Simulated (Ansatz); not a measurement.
System: C₇H₈N, charge 0, multiplicity 2. It need not be the lowest isomer of its formula. SMILES: c1(nc([c]cc1)C)C
Coordinates optimised at B3LYP-D3(BJ)/def2-TZVP (Ansatz, an electronic-structure program):
```
N
C 1 1.3349
C 1 1.3427 2 120.73
C 3 1.3774 1 117.93 2 0.00
C 4 1.3673 3 124.14 1 0.00
H 5 1.0834 4 122.41 3 180.00
C 5 1.3949 6 121.10 4 179.99
H 7 1.0826 5 120.87 6 0.01
C 3 1.4975 1 117.85 2 179.97
H 9 1.0887 3 111.13 1 179.53
H 9 1.0916 10 109.09 3 121.59
H 9 1.0917 10 109.04 11 116.86
C 2 1.5032 1 116.34 3 180.00
H 13 1.0894 2 111.56 1 180.00
H 13 1.0913 14 108.74 2 121.81
H 13 1.0913 14 108.74 15 116.38
```
Charge 0, spin multiplicity 2.

Quantity: atomisation energy (electronic, to ground-state atoms), in kJ/mol. Cores are frozen in the correlated levels unless marked. UHF or UKS for open shells. No spin-orbit coupling. No relativistic terms. The coupled-cluster limit lacks core correlation, which all-electron functionals hold. Basis-set limits of correlation are two-point, X^-3; Hartree-Fock from the larger set. The bracket is a focal-point correction in the basis named. The program attaches cautions to a run behind CCSD/STO-3G: large difference.

```
level                                                     program  atomisation energy (kJ/mol)
-------------------------------------------------  --------------  ---------------------------
HF/6-31G*                                                  Ansatz                       5244.3
HF/cc-pVDZ                                                 Ansatz                       5166.5
HF/cc-pVQZ                                                 Ansatz                       5260.9
PBE-D3(BJ)/def2-TZVPD                              Ansatz + dftd3                       7472.5
revPBE-D3(BJ)/def2-TZVPD                           Ansatz + dftd3                       7253.5
PBE0-D4/def2-TZVP                                  Ansatz + dftd4                       7309.8
r2SCANh/def2-TZVPD                                         Ansatz                       7185.6
HSE06-D3(BJ)/def2-TZVPD                            Ansatz + dftd3                       7312.6
B2GP-PLYP-D3(BJ)/def2-TZVPD                        Ansatz + dftd3                       7124.1
B2PLYP/def2-TZVPD                                          Ansatz                       7120.7
PBE-QIDH/def2-TZVPD                                        Ansatz                       7188.4
MP2/6-31G*                                                 Ansatz                       6666.0
SCS-MP2/cc-pVTZ                                            Ansatz                       6960.3
CCSD/STO-3G                                                Ansatz                       7061.9
RI-MP2/CBS(cc-pVTZ,cc-pVQZ)+[CCSD(T)-MP2]/cc-pVTZ          Ansatz                       7147.0
```

The UHF reference is spin-contaminated (<S^2> 0.59 over the pure value in the largest basis).
